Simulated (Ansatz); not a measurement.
A nudged elastic band was laid between two geometries of FHOSSi (5 atoms, charge 0, multiplicity 1).

Computed with Ansatz 0.2.0, RKS r2SCAN/def2-SVP.

- movable images: 7
- climbing image: yes
- spring: 5.0 eV/Å²
- optimiser: quadratic models (default)
- start path: through a guess of the saddle point
- force threshold: 0.05 eV/Å
- iteration limit: 33
- end points: relaxed

First end point:

```xyz
5
Properties=species:S:1:pos:R:3
O -0.326 1.159 -0.230
Si -0.129 -0.436 0.063
F 1.466 -0.626 0.246
S -1.481 -1.806 0.171
H 0.470 1.709 -0.250
```

Last end point:

```xyz
5
Properties=species:S:1:pos:R:3
O 0.323 1.173 -0.172
Si 0.095 -0.427 0.082
F 1.594 -0.948 0.314
S -1.527 -1.478 0.111
H -0.485 1.680 -0.334
```

**Question.** What changes between the two ends?

**Answer.** No bond is made or broken. The dihedral H5–O1–Si2–S4 goes from -180 to 0°.

**Question.** Give the energies along the band, and the barrier.

**Answer.** It converged. The highest image is number 4 of 0 to 8, 0.187 eV above the first end and 0.262 eV above the last; the last end lies 0.075 eV below the first. A vibrational analysis at the climbing image gives one clearly imaginary mode, 443i cm⁻¹: a first-order saddle point.

| image | path coordinate (Å) | energy (eV) | dihedral H5–O1–Si2–S4 (°) |
| --- | --- | --- | --- |
| 0 | 0.00 | 0.000 | -180 |
| 1 | 0.21 | 0.027 | -160 |
| 2 | 0.42 | 0.092 | -139 |
| 3 | 0.64 | 0.158 | -118 |
| 4 | 0.85 | 0.187 | -95 |
| 5 | 1.06 | 0.151 | -70 |
| 6 | 1.28 | 0.060 | -45 |
| 7 | 1.49 | -0.035 | -20 |
| 8 | 1.71 | -0.075 | 0 |

**Question.** What is the geometry of the highest image?

**Answer.** 
```xyz
5
Properties=species:S:1:pos:R:3
O -0.060 1.200 0.139
Si -0.029 -0.429 0.135
F 1.519 -0.828 0.344
S -1.485 -1.696 0.022
H 0.056 1.754 -0.640
```

**Question.** What are the harmonic wavenumbers there?

**Answer.** 443i, 249, 291, 329, 581, 645, 955, 1005, 3914 cm⁻¹.

Time of the run: 6.1 min on 1 thread of Intel(R) Xeon(R) Processor @ 2.50GHz (Skylake/Cascade Lake), with other jobs on the host, peak memory 0.14 GiB.
